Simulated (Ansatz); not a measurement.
## Abstraction of H: CH8OSi2 + GeH(CH3)(SH) → CH7OSi2 + GeH2(CH3)(SH)

Species: CH8OSi2 `CO[SiH2][SiH3]`, singlet; GeH(CH3)(SH), doublet; CH7OSi2 `CO[SiH][SiH3]`, doublet; GeH2(CH3)(SH), singlet. A radical takes H: the energy is the difference in strength between the Si–H bond broken and the Ge–H bond made.

Shapes, held fixed at every level: PBE0-D4/def2-TZVP. Flexible molecules stand in one conformer, not always the lowest. Programs: Ansatz 0.2.0. The zero-point and thermal change to 298 K, harmonic and unscaled (PBE0-D4/def2-TZVP), is -0.5 kJ/mol.

```csv
level,kind,ΔH(298 K) (kJ/mol),less CCSD(T)/def2-TZVPP
MP2/def2-SVP,perturbation theory,+23.2,-0.2
SPW92/def2-TZVPP,LDA,+20.8,-2.6
PBE0-D4/def2-TZVPP,global hybrid,+22.6,-0.8
r2SCAN0-D4/def2-TZVPP,global hybrid,+23.6,+0.2
wB97X-V/def2-TZVPP,range-separated hybrid,+25.0,+1.6
B2PLYP/def2-TZVPP,double hybrid,+27.6,+4.2
CCSD(T)/def2-TZVPP,coupled cluster or CI,+23.4,0.0
```

The highest level, CCSD(T)/def2-TZVPP, gives ΔH(298 K) = +23.4 kJ/mol; the levels span +20.8 to +27.6. The column of differences is taken from that level and isn't an error. No measured value is set beside it here. Open shells run unrestricted. Relativity is left out for Ge. Outer-core shells of Ge are correlated, in sets that cover them unevenly.
